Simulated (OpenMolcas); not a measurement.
Levels of Ta I by method

| Property | Result |
| --- | --- |
| Program | OpenMolcas |
| Basis | ANO-R1 [7s5p4d2f] |
| Scalar Hamiltonian | X2C, finite nucleus |
| Active space | 5 electrons in 6 orbitals (5d 6s) |
| State averaging | 2S+1 = 4 even, 50 roots; 2S+1 = 6 even, 6 roots kept (CI in the orbitals of an earlier block); 2S+1 = 2 even, 98 roots kept (CI in the orbitals of an earlier block) |
| Spin-orbit coupling | RASSI with atomic mean-field integrals over the reference wave functions, term energies averaged over their components |

Methods on the same reference wave functions:
A. CASSCF
B. SS-CASPT2, IPEA 0.25 Eh, imaginary shift 0.1 Eh (closed shells correlated: 5s 5p)
C. MS-CASPT2, IPEA 0.25 Eh, imaginary shift 0.1 Eh (closed shells correlated: 5s 5p)

Energies in cm⁻¹ above 5d³ 6s² ⁴F_3/2, the measured ground level; measured values from NIST Handbook of Basic Atomic Spectroscopic Data.

| Level | A | B | C | Measured |
| --- | --- | --- | --- | --- |
| 5d³ 6s² ⁴F_3/2 | 0.0 | 0.0 | 0.0 | 0.0 |
| 5d³ 6s² ⁴F_5/2 | 1655 | 1672 | 1711 | 2010 |
| 5d⁴ 6s ⁶D_1/2 | 1901 | 9770 | 9850 |  |
| 5d⁴ 6s ⁶D_3/2 [72 %] | 2800 | 9920 | 10350 |  |
| 5d³ 6s² ⁴F_7/2 | 3353 | 3430 | 3550 | 3964 |
| 5d⁴ 6s ⁶D_5/2 | 4011 | 11130 | 11370 |  |
| 5d³ 6s² ⁴F_9/2 | 4747 | 4990 | 5240 | 5621 |
| 5d⁴ 6s ⁶D_7/2 | 5277 | 12040 | 12430 |  |
| 5d³ 6s² ⁴P_1/2 | 5760 | 5510 | 6090 | 6049 |
| 5d³ 6s² ⁴P_3/2 [72 %] | 5983 | 6120 | 6200 | 6069 |
| 5d⁴ 6s ⁶D_9/2 | 6714 | 13320 | 13630 |  |
| 5d³ 6s² ⁴P_5/2 | 7996 | 8960 | 8680 | 9253 |
| 5d³ 6s² ²G_7/2 | 10837 | 10610 | 11030 |  |
| 5d³ 6s² ²G_9/2 [62 %] | 11957 | 11690 | 12170 |  |
| 5d³ 6s² ²D_5/2(1) | 13114 | 13290 | 13700 |  |
| 5d³ 6s² ²P_1/2 | 13568 | 11830 | 12130 |  |
| 5d³ 6s² ²H_9/2 [71 %] | 16634 | 16490 | 16910 |  |
| 5d³ 6s² ²H_11/2 | 16907 | 16790 | 17210 |  |
| 5d³ 6s² ²P_3/2 [56 %] | 17426 | 16170 | 16580 |  |
| 5d³ 6s² ²F_7/2 [58 %] | 18492 | 19220 | 19620 |  |
| 5d³ 6s² ²F_5/2 | 18554 | 19110 | 19520 |  |
| 5d⁴ 6s ⁴H_9/2 [58 %] | 19146 | 24380 | 24790 |  |
| 5d⁴ 6s ⁴H_11/2 | 20065 | 25540 | 25960 |  |
| 5d⁴ 6s ⁴D_3/2(1) [64 %] | 20994 | 23300 | 23740 |  |

Deviations, from unrounded energies. A percentage is the sum of absolute deviations over the sum of measured energies, with the sign that they share, or ± where signs differ.

```tsv
Against measurement	Levels	A	B	C
mean absolute deviation (cm-1)	6	580	400	310
fine structure of the ground term (%)	3	-15.9	-13.0	-9.4
other terms of the ground configuration (%)	3	-7.6	±4.1	±3.5
```

C lies closest to measurement on these levels and A furthest from it. The largest miss of C in the table is 5d³ 6s² ⁴P_5/2, by -570 cm-1. The ranking rests on the paired levels alone, and a cruder setting can come out closer through cancelling errors.

Between B and C the level of the table that moves most is 5d³ 6s² ⁴P_1/2, by 580 cm-1 (lowest in B, highest in C). Moves below CASPT2's spread within the term are not significant.

The mean deviations of B to C differ by less than CASPT2's widest spread within a term (860 cm-1), so their order carries little weight.

From A to B the spin-free energies of the other terms of 5d³ 6s² shown, above ⁴F, scale by factors of 0.80 to 1.37.

The lowest spin-free term lies below A's lowest term by 0.201 hartree in B, 0.202 hartree in C.

CASPT2 does not keep the components of a term degenerate, so their means are used; among the terms shown or strongly mixed into the levels shown the widest spread is 860 cm-1 (5d³ 6s² ⁴F, C). Over all roots computed the reference weight is 0.89 to 0.94 in B, 0.89 to 0.94 in C; the roots of lowest weight are the least certain, and an intruder state may touch them. Terms from blocks run as CI alone lack orbitals of their own. Configurations are named by rounded mean occupations; where the s occupation lies near a half they are strongly mixed, a name can repeat and a true partner stay unpaired. A single d shell beside an s shell can misplace configurations of different d count against each other. The CASPT2 spread within a term exceeds the gap to the next term for 5d⁴ 6s ⁴P and 5d⁴ 6s ⁴F, so the order of their levels is uncertain, and so are names and mixing where such terms share a J (figures for B; the like holds for C). Without dynamic correlation excited terms often stand tens of per cent too high (terms of higher spin than the ground term too low), and those without a measured partner can miss by more than the paired ones (holds for A). Blocks of more than 70 roots (2S+1 = 2 even) ran without multistate coupling (holds for C). Computed and measured levels are paired by configuration, term and J; levels that our copy of the source lacks, or whose pairing is in doubt (as where it misses far off the trend of its configuration), stay unpaired and out of the deviations. Levels of configurations outside the active space are missing. The table leaves out levels that lie high or whose names do not pair safely across all columns.

A share in square brackets marks a mixed level and gives the weight of the term that names it, the lowest over the columns. A number in round brackets counts repeated terms of one configuration in the order of the reference energies.
